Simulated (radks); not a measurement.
Values are calculated unless marked as measured or tabulated.
Problem. Zr+, 39 electrons, occupied as [Kr] 5s1 4f2 (not the ground configuration). Level of theory: scalar-relativistic Kohn-Sham, BLYP, spin-unpolarised, spherical densities, finite nucleus; Fermi nuclear charge, rms radius 4.2694 fm (a radial shooting solver on a logarithmic mesh with Libxc functionals). Some entries of the table are withheld. Estimate them.

| orbital | occ. | eigenvalue (hartree) | <r> (bohr) |
|---|---|---|---|
| 1s | 2 | -655.9635 | 0.03707 |
| 2s | 2 | (1) | (2) |
| 2p | 6 | -81.76586 | 0.1417 |
| 3s | 2 | -15.65129 | 0.4585 |
| 3p | 6 | -12.45492 | 0.4621 |
| 3d | 10 | -7.20729 | 0.4522 |
| 4s | 2 | -2.73521 | 1.194 |
| 4p | 6 | -1.90361 | 1.328 |
| 4d | 0 | -0.74658 | 1.812 |
| 5s | 1 | (3) | 2.966 |
| 5p | 0 | -0.40966 | 3.522 |
| 6s | 0 | -0.19372 | (4) |
| 4f | 2 | (5) | 5.845 |

Solution. 
(1) 2s eigenvalue (hartree): -91.58078
(2) 2s <r> (bohr): 0.1626
(3) 5s eigenvalue (hartree): -0.59628
(4) 6s <r> (bohr): 6.412
(5) 4f eigenvalue (hartree): -0.10842
